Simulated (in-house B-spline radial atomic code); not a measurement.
# BP86 excitations of Ar⁸⁺

Method: BP86. Computed with a B-spline radial code for spherical atoms: linear response of the closed shell [He] 2s2 2p6 with the functional's adiabatic kernel; non-relativistic, point nucleus, no spin-orbit coupling, no double excitations, S, P, D and F terms only. Only terms of natural parity with L up to 3 were computed.

Command:
```bash
python run_td.py task.json out
```
Settings (radii: box in bohr, nucleus in fm):
```
Z                        18
electrons                10
configuration            [He] 2s2 2p6
hamiltonian              nr
method                   b88,p86
box_radius               11.59
intervals                50
```

Run time, properties included: 0.1 s on 1 thread of Intel(R) Xeon(R) Platinum 8559C (Emerald Rapids), with other jobs on the host.

The lowest states, in the order of their Tamm-Dancoff energies; the method's threshold (minus the highest occupied level) is 395.16 eV. Labels give the largest channel, * marks a mixed state, and oscillator strengths are full-response dipole values. Semilocal kernels can invert the small singlet-triplet splittings of Rydberg terms. Energies in eV:

```tsv
state	full response	Tamm-Dancoff	oscillator strength
2p → 3s 3P	243.83	243.84	-
2p → 3s 1P	245.37	245.40	0.196
2p → 3p 3S	259.23	259.27	-
2p → 3p 3D	260.40	260.41	-
2p → 3p 1D	261.60	261.60	-
2p → 3p 1S	270.98	271.59	-
2p → 3d 3P	?	?	-
2p → 3d 3F	283.46	283.48	-
2p → 3d 1F	284.45	284.45	-
2p → 3d 1P	289.22	289.40	1.75
2s → 3s 3S	307.64	307.65	-
2s → 3s 1S	311.06	311.22	-
2p → 4s 3P	320.18	320.19	-
2p → 4s 1P	320.67	320.68	0.0246
2s → 3p 3P	324.69	324.70	-
2s → 3p 1P	325.83	325.85	0.369
2p → 4p 3S	326.14	326.15	-
2p → 4p 3D	326.46	326.46	-
2p → 4p 1D	326.84	326.84	-
2p → 4p 1S	?	?	-
2p → 4d 3P	334.73	334.74	-
2p → 4d 3F	334.77	334.78	-
```

Where does 2p → 3d 3P lie?

At 283.29 eV in full response, 283.30 eV in Tamm-Dancoff.

Where does 2p → 4p 1S lie?

At 330.58 eV in full response, 330.88 eV in Tamm-Dancoff.

How large is the singlet-triplet splitting of 2p → 3s (P terms) in Tamm-Dancoff?

1.56 eV, from the unrounded values.

What polarisabilities and dispersion coefficient does the method give?

Dipole 0.03831 bohr³, quadrupole 0.0115 bohr⁵, C6 0.01425 hartree·bohr⁶ for two such species.
